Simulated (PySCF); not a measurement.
## Steps of a relaxation of Hg2H4

Hg2H4 (singlet; a saddle point, relaxed within its symmetry). PySCF 2.14.0, RKS B3LYP, Hg def2-SVP with ECP60, H def2-SVP; non-relativistic Hamiltonian with scalar-relativistic core potentials where named; density fitting; no spin-orbit coupling. Origin of the start: template. Columns: position (Å) and force (eV/Å). Energies are counted from the last step; some of the 6 steps are shown. Forces carry noise of the integration grid, about 0.01 to 0.03 eV/Å.

Run from Python with OMP_NUM_THREADS=2. Where DIIS fails, smearing, a level shift and second-order steps follow.
It took 12 s on 2 threads of Arm Neoverse V2 (shared host), from the converged density of the start.

```xyz
6
step 0  E = 0.719 eV
Hg    0.0000    0.0000    1.3680     0.00    0.00    3.77
Hg    0.0000    0.0000   -1.3680     0.00    0.00   -3.77
H     1.1699    0.0000    0.0000     1.80    0.00    0.00
H    -1.1699    0.0000    0.0000    -1.80    0.00    0.00
H     0.0000    0.0000    3.1680     0.00    0.00   -1.69
H     0.0000    0.0000   -3.1680     0.00    0.00    1.69
```

```xyz
6
step 2  E = 0.022 eV
Hg    0.0000    0.0000    1.4316     0.00    0.00   -0.03
Hg    0.0000    0.0000   -1.4316     0.00    0.00    0.03
H     1.3059    0.0000    0.0000     0.26    0.00    0.00
H    -1.3059    0.0000    0.0000    -0.26    0.00    0.00
H     0.0000    0.0000    3.0504     0.00    0.00    0.36
H     0.0000    0.0000   -3.0504     0.00    0.00   -0.36
```

```xyz
6
step 3  E = 0.005 eV
Hg    0.0000    0.0000    1.4376     0.00    0.00    0.06
Hg    0.0000    0.0000   -1.4376     0.00    0.00   -0.06
H     1.3223    0.0000    0.0000     0.14    0.00    0.00
H    -1.3223    0.0000    0.0000    -0.14    0.00    0.00
H     0.0000    0.0000    3.0724     0.00    0.00    0.11
H     0.0000    0.0000   -3.0724     0.00    0.00   -0.11
```

Task: Where does the relaxation end?

Result: It converges at step 5 in D2h:
```xyz
6
step 5  E = 0
Hg    0.0000    0.0000    1.4448
Hg    0.0000    0.0000   -1.4448
H     1.3420    0.0000    0.0000
H    -1.3420    0.0000    0.0000
H     0.0000    0.0000    3.0871
H     0.0000    0.0000   -3.0871
```

Task: How did the contacts change?

Result: 
| contact | start (Å) | end (Å) |
| --- | --- | --- |
| Hg1–H3 (H) | 1.800 | 1.972 |
| Hg1–H4 (H) | 1.800 | 1.972 |
| Hg1–H5 (H) | 1.800 | 1.642 |
| Hg2–H6 (H) | 1.800 | 1.642 |
